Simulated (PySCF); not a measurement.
C3H6SSi, SMILES C#CC[SiH2]S (GFN2-xTB optimised geometry):

```
11

C      2.357    -1.109     0.001
C      1.160    -1.135     0.000
C     -0.281    -1.135     0.000
Si    -0.971     0.637     0.000
S     -3.114     0.387     0.023
H      3.405    -1.112    -0.001
H     -0.638    -1.676     0.880
H     -0.639    -1.677    -0.880
H     -0.619     1.365    -1.215
H     -0.593     1.377     1.200
H     -3.405     1.677     0.035
```

Computed with CAM-B3LYP/def2-TZVP (PySCF).

Q: What are the frontier orbital energies and the dipole moment?

A: HOMO-2 -9.35 eV, HOMO-1 -9.00 eV, HOMO -8.72 eV, LUMO 1.21 eV, LUMO+1 1.45 eV; dipole moment 0.69 D.

Meta-Löwdin charges at CAM-B3LYP/def2-TZVP: C1 -0.24, C2 -0.02, C3 -0.44, Si4 0.67, S5 -0.33, H6 0.17, H7 0.15, H8 0.15, H9 -0.10, H10 -0.10, H11 0.10.
